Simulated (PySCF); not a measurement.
# How methods differ on the ionisation energy of Ir

Ir [Xe] 4f14 5d7 6s2 (4F) → Ir+ [Xe] 4f14 5d7 6s1 (5F), as a difference of total energies. All numbers are calculated (PySCF 2.14, scalar relativity through the core potential, in def2-TZVPPD with the def2 core potential (60 electrons)). Correlated levels: valence: 5s2 5p6 frozen; valence and next inner shell: nothing frozen outside the core potential. The calculations carry no spin-orbit coupling.

**Question.** Order these methods by the ionisation energy they give, lowest first.
A. MP2 (valence and next inner shell)
B. SCS-MP2 (valence)
C. M06-L
D. SCS-MP2 (valence and next inner shell)

**Answer.** C (8.569 eV), B (8.644 eV), A (8.713 eV), D (8.750 eV).

Errors of the correlated levels include the incompleteness of this basis and the frozen core.

MP2 underrates the near-degeneracy of ns² with np² in the lower species.

For comparison: 8.926 eV (measured; NIST levels, between the centres of gravity of the two terms).
